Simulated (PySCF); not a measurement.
PySCF 2.14 output of an unrestricted wB97M-V calculation on a single atom or ion in aug-cc-pVTZ, with the non-relativistic Hamiltonian (point nucleus):

```
SCF conv_tol = 1e-09
number electrons alpha = 3  beta = 2
    N. Mardirossian and M. Head-Gordon.,  J. Chem. Phys. 144, 214110 (2016)
cycle= 1 E= -36.7578100133357  delta_E= -0.00229  |g|= 0.00715  |ddm|= 0.168
cycle= 2 E= -36.7578893797465  delta_E= -7.94e-05  |g|= 0.00166  |ddm|= 0.0225
cycle= 3 E= -36.7578935106369  delta_E= -4.13e-06  |g|= 5.62e-05  |ddm|= 0.00622
cycle= 4 E= -36.7578935128029  delta_E= -2.17e-09  |g|= 3.42e-06  |ddm|= 0.000134
cycle= 5 E= -36.7578935128118  delta_E= -8.95e-12  |g|= 1.75e-07  |ddm|= 9.1e-06
converged SCF energy = -36.7578935128118  <S^2> = 0.75009092  2S+1 = 2.0000909
```

The run itself started from symmetry-adapted Hartree-Fock orbitals and held the occupation by maximum overlap, on a logarithmic radial grid, so the iterations belong to that start.

Question: Which element, charge and spin multiplicity is this?

Answer: C⁺ (carbon, charge +1), multiplicity 2; the state was [He] 2s2 3d1, 2D determinant (an excited configuration).

The outer electron is Rydberg-like, and this basis confines it to a smaller radius and binds it less than a complete one would.
